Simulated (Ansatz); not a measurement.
`F[SiH2]C(F)Cl` + `N[Si](F)(Cl)Cl` → `F[SiH2]N[Si](F)(Cl)Cl` + `FCCl`  (ligand exchange at the Si–C bond)

Gas-phase electronic energies from Ansatz, PBE0-D4/def2-TZVP geometries. CCSD(T)/CBS is the MP2 limit (def2-TZVPP, def2-QZVPP) plus CCSD(T) − MP2 in def2-TZVPP, frozen cores. This one scheme is used for every species. Functionals use def2-TZVPP. One conformer a species, not always the lowest.

CCSD(T)/CBS gives -94.9 kJ/mol.

(1) Another level gave -99.9 kJ/mol. Which?
A. PBE0/def2-TZVPP
B. r2SCAN0/def2-TZVPP
C. SCS-MP2/def2-TZVPP
D. PBE/def2-TZVPP

(2) What do rigid-rotor, harmonic-oscillator terms from PBE0-D4/def2-TZVP frequencies (298.15 K, 1 bar) make of the CCSD(T)/CBS value? (Best estimate.)

Largest T1 diagnostic among the species: 0.011.

Results:

(1) C. SCS-MP2/def2-TZVPP -99.9, PBE -83.3, r2SCAN0 -94.5, PBE0 -89.2 kJ/mol.

(2) The calculation gave: ΔZPE = +5.3 kJ/mol, ΔH = -90.7 kJ/mol, ΔS = 0 J/(mol·K), ΔG = -90.7 kJ/mol. Modes under 50 cm⁻¹ make the entropy rough.

From r2SCAN to r2SCAN0 (25 % exact exchange), in def2-TZVPP and without D4, ΔE moves by −3.6 kJ/mol. Leaving LDA and LC-ωPBE aside and taking each functional with its dispersion term where it has one, the values, not all of them listed here, spread over 15.0 kJ/mol, from BHLYP-D4 to PBE-D4.
